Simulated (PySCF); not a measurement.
2,3,3-trifluoroprop-1-ene (C3H3F3), SMILES C=C(F)C(F)F. Atoms are numbered in the order given.

```xyz
9

C     -1.6551     0.0144    -0.7517
C     -0.6233     0.4280    -0.0305
F     -0.7178     1.3984     0.8756
C      0.7826    -0.0923    -0.1139
F      0.8755    -1.0301    -1.0731
F      1.1347    -0.6462     1.0652
H     -1.5131    -0.7813    -1.4817
H     -2.6413     0.4615    -0.6182
H      1.4980     0.7212    -0.3343
```
Charge 0, spin multiplicity 1.

Geometry optimised at PBE0-D3(BJ)/def2-SVP. The values are those of a single conformer.

Method: PBE/pcSseg-1 (PySCF).

GIAO shieldings, no solvent; atoms listed in one row are averaged. δ = σ(ref) − σ: ¹³C against TMS (σ = 182.0 ppm); ¹⁹F against CFCl3 (σ = 133.6 ppm); ¹H against TMS (σ = 31.49 ppm), references at their B3LYP-D3(BJ)/def2-TZVP geometries, non-relativistic.

Problem. Estimate the chemical shifts. (The exact figures need the calculation; the answer reports its results.)

Solution. 
```
nucleus  atoms  count  δ (ppm)
-------  -----  -----  -------
¹³C         C2      1    170.1
¹³C         C4      1    117.9
¹³C         C1      1     97.1
¹⁹F         F3      1   -130.0
¹⁹F         F6      1   -160.7
¹⁹F         F5      1   -175.9
¹H          H9      1     6.46
¹H          H7      1     5.43
¹H          H8      1     5.30
```
